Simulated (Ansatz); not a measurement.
Species: ZnH2 (charge 0, singlet). 
Geometry from a B3LYP-D3(BJ)/def2-TZVP (Ansatz, a program for electronic structure) optimisation:
```xyz
3

Zn     0.0000     0.0000     0.0000
H      0.0000     0.0000    -1.5440
H      0.0000     0.0000     1.5440
```
Charge 0, spin multiplicity 1.

Quantity: vertical ionisation energy (to the doublet state of charge +1; each state is the SCF solution reached for its spin; the UHF <S^2> is 0.87 for the doublet (pure: 0.75)), in eV. Cores are frozen in the correlated levels unless marked. UHF or UKS for open shells. Spin-orbit coupling is left out. Frozen are the shells of the preceding noble gas and the d and f shells that filled before the atom's block. Non-relativistic. Basis-set limits of correlation are two-point, X^-3; Hartree-Fock from the larger set. The program attaches cautions to a run behind CCSD(T)/CBS(def2-TZVPPD,def2-QZVPPD): other roots.

```tsv
level	program	vertical ionisation energy (eV)
SVWN5/def2-TZVPD	Ansatz	10.63
```

### Question
Predict the CCSD(T)/CBS(def2-TZVPPD,def2-QZVPPD) result (Ansatz).

### Answer
10.83 eV, so SVWN5/def2-TZVPD differs from it by -0.20 eV.
